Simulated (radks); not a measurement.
Results of a calculation; reference values are marked as such.
Q: All-electron atom: Br13+ in [Ne] 3s1 3p6 3d5 (not the ground configuration). Code: a radial shooting solver on a logarithmic mesh with Libxc functionals. Model: scalar-relativistic Kohn-Sham, PBE, spin-polarised, spherical densities, finite nucleus; open shells are filled with parallel spins first; Fermi nuclear charge, rms radius 4.1629 fm. Some entries of the table are withheld. Estimate them.

orbital  occ.  eigenvalue (eV)  <r> (bohr)  r(max) (bohr)
1s up       1        -13710.89     0.04275        0.02791
1s down     1        -13709.81     0.04275        0.02792
2s up       1        -2125.758      0.1892         0.1591
2s down     1        -2117.373      0.1888         0.1589
2p up       3        -1921.496      0.1652            (1)
2p down     3        -1915.009      0.1647            (2)
3s up       1        -585.3987      0.5137         0.4669
3s down     0        -571.2695      0.5173         0.4685
3p up       3        -519.8202      0.5121         0.4585
3p down     3        -505.7345      0.5167         0.4604
3d up       5        -415.7371         (3)         0.3913
3d down     0        -400.8139         (4)         0.3938

A: 
(1) 2p up r(max) (bohr): 0.1274
(2) 2p down r(max) (bohr): 0.1272
(3) 3d up <r> (bohr): 0.4838
(4) 3d down <r> (bohr): 0.4900
